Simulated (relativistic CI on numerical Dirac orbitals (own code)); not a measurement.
## Bi XI: q coefficients and field-shift factors

These numbers are calculated, not measured: Dirac-Coulomb-Breit CI, separate exchange-only KLI orbitals for each configuration, derivatives by finite differences, unscaled Slater integrals, QED left out (own radial code, finite nucleus).

Configurations in the expansion (outside the closed core [Kr] 4d10 4f14): 5s²5p⁶5d⁵, 5s²5p⁶5d⁴6s, 5s²5p⁶5d⁴5f, 5s²5p⁶5d³6s², 5s²5p⁴5d⁷, 5s5p⁶5d⁶, 5p⁶5d⁷. Levels of other configurations are missing.

With x = (α/α₀)² − 1 an excitation energy changes as ω = ω₀ + qx; K = 2q/ω₀ is the relative enhancement. Terms are leading LS components, so labels can repeat. The field-shift factor is F = δν/δ⟨r²⟩ for the transition from the lowest level.

Lowest level 5s²5p⁶5d⁵ ⁶S5/2.

```tsv
Level	ω₀ (cm⁻¹)	q (cm⁻¹)	K	F (GHz/fm²)
5s²5p⁶5d⁵ ²F5/2	24048.5	3133	0.261	0.93
5s²5p⁶5d⁵ ⁴D3/2	39189.1	12220	0.624	1.74
5s²5p⁶5d⁵ ⁴G7/2	39520.0	11660	0.59	1.8
5s²5p⁶5d⁵ ⁴G11/2	43535.3	13610	0.625	1.94
5s²5p⁶5d⁵ ⁴D5/2	45867.4	21220	0.925	2.6
5s²5p⁶5d⁵ ⁴G9/2	46648.9	16670	0.715	2.23
5s²5p⁶5d⁵ ⁴P1/2	47396.4	19310	0.815	2.67
5s²5p⁶5d⁵ ⁴F7/2	56766.0	18460	0.65	2.3
5s²5p⁶5d⁵ ²D5/2	58967.2	27910	0.947	3.84
5s²5p⁶5d⁵ ⁴D7/2	65859.1	33050	1	3.43
5s²5p⁶5d⁵ ²D3/2	66331.4	24460	0.738	4.23
5s²5p⁶5d⁵ ⁴D1/2	69317.8	41610	1.2	4.87
5s²5p⁶5d⁵ ²I11/2	69550.5	36080	1.04	4.04
```

At this charge energies of transitions that change n are usually good to better than 1 %, and those within a shell (Δn = 0) to a few per cent. Terms inside the open d or f shell come out 10 to 20 % too wide with unscaled integrals. Levels and lines within the n = 5 or 6 shells can be off by up to 10 % or somewhat more, and those that change n by about 2 %, since core polarisation is missing.
